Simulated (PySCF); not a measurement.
Compound: C5H4AlF3O2.
Structure used (PBE0-D3(BJ)/def2-SVP), in Å, numbered top down from 1:
```xyz
15
C5H4AlF3O2 angstrom
F     -3.8469    0.7491    0.9270
C     -2.6350    0.7814    0.4439
F     -2.4163    1.8580   -0.2761
C     -1.7065   -0.1546    0.6665
F     -2.0739   -1.2319    1.3738
C     -0.3259   -0.1539    0.1813
C      0.2736   -1.3876   -0.1392
O      1.4554   -1.5509   -0.5484
Al     2.7435   -0.2442   -0.9219
O      1.6047    1.1254   -0.3397
C      0.4222    1.0349    0.0883
H     -0.3283   -2.3023   -0.0066
H      3.9409   -0.3856    0.1056
H      2.9234   -0.1341   -2.4929
H     -0.0497    1.9774    0.4120
```

Computed with TDDFT CAM-B3LYP/def2-SVPD, vertical, gas phase, core orbitals frozen in the response (PySCF 2.14.0, density-fitted response routines).

Kohn–Sham orbitals with the atoms that hold most of them (Löwdin shares over 4%, at most four atoms; ? is withheld):

```json
{"orbital": "HOMO-3", "ε (eV)": "-10.90", "atoms": "O10 16%, C6 16%, O8 15%, C4 12%"}
{"orbital": "HOMO-2", "ε (eV)": "-10.63", "atoms": "O8 24%, O10 22%, C6 14%, C7 8%"}
{"orbital": "HOMO-1", "ε (eV)": "-9.47", "atoms": "?"}
{"orbital": "HOMO", "ε (eV)": "-8.40", "atoms": "?"}
{"orbital": "LUMO", "ε (eV)": "-1.79", "atoms": "C7 25%, C11 25%, O10 15%, O8 15%"}
{"orbital": "LUMO+1", "ε (eV)": "0.51", "atoms": "C2 21%, C4 19%, C11 9%, C6 9%"}
{"orbital": "LUMO+2", "ε (eV)": "0.68", "atoms": "Al9 20%, C2 17%, C4 11%, C11 8%"}
```

Q: Which atoms hold the HOMO-1, and with what shares?

A: Al9 (bonded to 2 O and 2 H) 29%; H13 (bonded to Al) 22%; H14 (bonded to Al) 22%; C4 (bonded to 2 C and F) 6%. By element: hydrogen 44% or more, aluminium 29%, carbon 6% or more.

Q: Give the leading atoms of the HOMO.

A: C2 (bonded to C and 2 F) 16%; C6 (bonded to 3 C) 15%; C4 (bonded to 2 C and F) 14%; O8 (bonded to Al and C) 8%. By element: carbon 46% or more, oxygen 8% or more.

Q: The HOMO–LUMO gap is 6.61 eV. Where does the response calculation put the lowest singlet, and from which orbitals?

A: S1 is at 3.82 eV (f = 0.049), 2.79 eV below the gap, made of HOMO→LUMO (98%). 

Q: One configuration dominates each of S1, S3 and S6. Which, and how do the shares of the two leading atoms of either orbital change from the occupied to the empty one?

A: 
- S1 (3.82 eV, f 0.049), HOMO→LUMO (98%): C2 16% → at most 16%, C6 15% → at most 16%, C7 at most 8% → 25%, C11 at most 8% → 25%
- S3 (4.98 eV, f 0.0043), HOMO-1→LUMO (80%): Al9 29% → at most 16%, H13 22% → at most 16%, C7 at most 7% → 25%, C11 at most 7% → 25%
- S6 (6.04 eV, f 0.223), HOMO→LUMO+1 (71%): C2 16% → 21%, C6 15% → 9%, C4 14% → 19%

One conformer stands for the species.
